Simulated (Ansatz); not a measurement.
System: H3 (cation, charge +1), singlet: symmetric bend, bond length relaxed. Scanned: H-H-H angle. Other coordinates (H-H bond length) were minimised at PBE0/def2-TZVP.

The free coordinates were minimised at PBE0/def2-TZVP in PySCF; the energy column is full CI/cc-pVDZ, frozen core (Ansatz, an electronic-structure program), in kJ/mol.

```csv
a / °,H-H bond length / Å,E
180,0.820,166.0
168.92,0.820,164.4
159.88,0.819,160.8
152.22,0.817,156.0
138.24,0.814,142.6
129.17,0.812,130.5
122.35,0.811,119.6
108.69,0.811,93.3
99.47,0.812,72.8
91.66,0.816,54.3
78.78,0.830,24.6
72.10,0.842,11.7
60,0.882,0.0
```
